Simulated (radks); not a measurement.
Question: Ho LVIII, configuration [Ne] (the NIST ground configuration). All-electron calculation, scalar-relativistic Kohn-Sham, BLYP, spin-polarised, spherical densities, finite nucleus; Fermi nuclear charge, rms radius 5.2022 fm. Program: a radial shooting solver on a logarithmic mesh with Libxc functionals. Some entries of the table are withheld. Estimate them.

orbital,occ.,eigenvalue (hartree),<r^2> (bohr^2),r(max) (bohr)
1s,2,(1),0.0005870,0.01311
2s,2,(2),0.008837,(3)
2p,6,-464.2647,(4),0.05990

Answer: 
(1) 1s eigenvalue (hartree): -2210.148
(2) 2s eigenvalue (hartree): -501.4108
(3) 2s r(max) (bohr): 0.07396
(4) 2p <r^2> (bohr^2): 0.007101
